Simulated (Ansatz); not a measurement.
Input for Ansatz (an electronic-structure program): U-r2SCAN/aug-cc-pVTZ on C2H6Be (SMILES [BeH][CH2]C), a point of a bond scan (R = 1.798 Å).

Ansatz 0.2 input:
```yaml
crystal:
  periodic: [false, false, false]
  atoms:
    - {symbol: Be, position_ang: [-1.44516997, -0.33871489, 0.77011572]}
    - {symbol: H, position_ang: [-3.12477702, -0.14572914, 1.38333732]}
    - {symbol: C, position_ang: [0.12565595, -0.52296854, 0.19841947]}
    - {symbol: C, position_ang: [0.70149886, 0.65782353, -0.61085270]}
    - {symbol: H, position_ang: [0.16969963, -1.43496437, -0.41255321]}
    - {symbol: H, position_ang: [0.78521691, -0.73143034, 1.05193390]}
    - {symbol: H, position_ang: [0.72544400, 1.57703414, -0.02083937]}
    - {symbol: H, position_ang: [0.10330796, 0.86593489, -1.50107434]}
    - {symbol: H, position_ang: [1.72340588, 0.46491778, -0.94768440]}
basis:
  gaussian:
    orbitals: aug-cc-pVTZ
hamiltonian:
  xc: {name: r2SCAN}
magnetization: {spin_polarized: true, initial_magnetization: 0}
```

Output:

```
WARN ansatz: RAYON_NUM_THREADS=1 ignored (pool sized by the plan → 1); use --threads N
Functional definition: r2SCAN
integrals: 0.14 GiB planned
964 factors; their error is unknown
mean field: 1.87 GiB planned
mean field evaluation 1: about -2558.9199 eV, gradient 5.0e1 eV
mean field evaluation 2: about -2534.6410 eV, gradient 7.9e1 eV
mean field evaluation 4: about -2570.8938 eV, gradient 2.2e0 eV
mean field evaluation 8: about -2570.9383 eV, gradient 7.1e-2 eV
mean field evaluation 16: about -2570.8827 eV, gradient 1.4e-4 eV
mean field -2570.88271705 eV, -94.4781972447 hartree, gradient 2.1e-5 eV, S^2 0.000000; 0 other end points of the search recorded, 0 dependent functions left out
reference -2570.88274503 eV, -94.4781982731 hartree; 11, 11 occupied and 265, 265 virtual orbitals, 964 factors
Total energy: -2570.88274503 eV, -94.4781982731 hartree
```

The calculation finished and met its thresholds.

Cost: very roughly 14 core-seconds.
